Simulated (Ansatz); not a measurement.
`[NH2][Ga]([O][SiH3])[O][SiH3]`, 14 atoms. Total charge 0; spin multiplicity 1. Correlated methods include outer-core shells of Ga, which these sets cover unevenly. Scalar relativity is left out up to krypton. All runs use 8 threads of an Arm Neoverse V2 on a shared host. Correlated methods freeze the cores.

Problem. How many basis functions does each run have, and how long does it take in Ansatz? RHF-MP2/def2-TZVPP energy; RKS PBE0-D4/def2-TZVP frequencies; RHF-CCSD(T)/def2-SVP energy; direct RPA on PBE orbitals/def2-TZVPP energy; RKS PBE0-D4/def2-TZVP relaxation (15 steps); RKS PBE0-D4/def2-SVP energy; RKS B97M-V/def2-TZVPP energy; RKS B2PLYP (frozen core)/def2-TZVPP energy; RKS ωB97M-V/def2-QZVPP energy; RHF-MP2/def2-QZVPP energy; RKS PBE-D4/def2-TZVPP energy and forces; RKS CAM-B3LYP-D4/def2-TZVPP energy. (Best estimate.)

Solution. The calculation gave: Other jobs shared the machine, so times are rough.

| level | job | functions | wall time | peak host memory (GiB) |
| --- | --- | --- | --- | --- |
| RKS PBE0-D4/def2-SVP | energy | 150 | 1.4 s | 0.45 |
| RKS PBE-D4/def2-TZVPP | energy and forces | 337 | 3 s | 0.63 |
| RHF-MP2/def2-TZVPP | energy | 337 | 4.8 s | 1.1 |
| RKS CAM-B3LYP-D4/def2-TZVPP | energy | 337 | 4.9 s | 1.6 |
| RKS B2PLYP (frozen core)/def2-TZVPP | energy | 337 | 7 s | 1.2 |
| direct RPA on PBE orbitals/def2-TZVPP | energy | 337 | 7.5 s | 1.1 |
| RKS B97M-V/def2-TZVPP | energy | 337 | 10 s | 0.78 |
| RHF-CCSD(T)/def2-SVP | energy | 150 | 17 s | 1.2 |
| RKS ωB97M-V/def2-QZVPP | energy | 640 | 27 s | 4.7 |
| RHF-MP2/def2-QZVPP | energy | 640 | 32 s | 5.7 |
| RKS PBE0-D4/def2-TZVP | relaxation (15 steps) | 263 | 64 s | 1.1 |
| RKS PBE0-D4/def2-TZVP | frequencies | 263 | 4.1 min | 1.1 |
